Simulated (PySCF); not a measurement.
PI: frontier orbitals

TPSS at R = 2.403 Å; basis P def2-SVPD, I def2-SVPD with ECP28; scalar-relativistic core potentials; PySCF 2.14. State: ³Σ⁻ (triplet), unpaired electrons π ↑↑. Only the outer orbitals are listed, counted within each symmetry, core potentials removing the inner ones.

```json
{"spin": "α", "orbital": "7σ", "occ.": "1", "ε (eV)": "-18.70", "on P (%)": "23", "main shells (%)": "76 I s, 18 P s"}
{"spin": "α", "orbital": "8σ", "occ.": "1", "ε (eV)": "-14.66", "on P (%)": "74", "main shells (%)": "75 P s, 18 I s"}
{"spin": "α", "orbital": "9σ", "occ.": "1", "ε (eV)": "-8.78", "on P (%)": "48", "main shells (%)": "50 I p, 39 P p, 8 P s"}
{"spin": "α", "orbital": "4π", "occ.": "1", "ε (eV)": "-7.97", "on P (%)": "34", "main shells (%)": "65 I p, 33 P p"}
{"spin": "α", "orbital": "4π", "occ.": "1", "ε (eV)": "-7.97", "on P (%)": "34", "main shells (%)": "65 I p, 33 P p"}
{"spin": "α", "orbital": "5π", "occ.": "1", "ε (eV)": "-5.73", "on P (%)": "65", "main shells (%)": "64 P p, 33 I p"}
{"spin": "α", "orbital": "5π", "occ.": "1", "ε (eV)": "-5.73", "on P (%)": "65", "main shells (%)": "64 P p, 33 I p"}
{"spin": "α", "orbital": "10σ", "occ.": "0", "ε (eV)": "-2.58", "on P (%)": "55", "main shells (%)": "47 P p, 34 I p"}
{"spin": "α", "orbital": "11σ", "occ.": "0", "ε (eV)": "0.26", "on P (%)": "16", "main shells (%)": "77 I s, 12 P s"}
{"spin": "β", "orbital": "7σ", "occ.": "1", "ε (eV)": "-18.42", "on P (%)": "15", "main shells (%)": "84 I s, 10 P s"}
{"spin": "β", "orbital": "8σ", "occ.": "1", "ε (eV)": "-13.20", "on P (%)": "73", "main shells (%)": "73 P s, 14 I p, 12 I s"}
{"spin": "β", "orbital": "9σ", "occ.": "1", "ε (eV)": "-8.29", "on P (%)": "51", "main shells (%)": "47 I p, 36 P p, 15 P s"}
{"spin": "β", "orbital": "4π", "occ.": "1", "ε (eV)": "-7.40", "on P (%)": "12", "main shells (%)": "88 I p, 10 P p"}
{"spin": "β", "orbital": "4π", "occ.": "1", "ε (eV)": "-7.40", "on P (%)": "12", "main shells (%)": "88 I p, 10 P p"}
{"spin": "β", "orbital": "5π", "occ.": "0", "ε (eV)": "-3.87", "on P (%)": "82", "main shells (%)": "81 P p, 11 I p"}
{"spin": "β", "orbital": "5π", "occ.": "0", "ε (eV)": "-3.87", "on P (%)": "82", "main shells (%)": "81 P p, 11 I p"}
{"spin": "β", "orbital": "10σ", "occ.": "0", "ε (eV)": "-2.07", "on P (%)": "55", "main shells (%)": "46 P p, 30 I p, 10 I d"}
```

Which are the highest filled and the lowest empty level, where do they sit, and how wide is the gap?

Highest filled α 5π at -5.73 eV (in %: 64 P p, 33 I p); lowest empty β 5π at -3.87 eV (in %: 81 P p, 11 I p); the gap at TPSS is 1.86 eV. Both belong to one degenerate shell, split only by its one-sided filling, so this is no excitation gap.

```
bond order (Mayer)                             : 1.54
⟨S²⟩                                           : 2.007
charge on P (Mulliken, basis-dependent)        : -0.06
charge on P (Löwdin, basis-dependent)          : -0.02
dipole moment (positive dipole means P(−)I(+)) : 0.11 D
```

Spin–orbit coupling is left out. The state was picked by a PBE0 search and need not be the measured ground state.
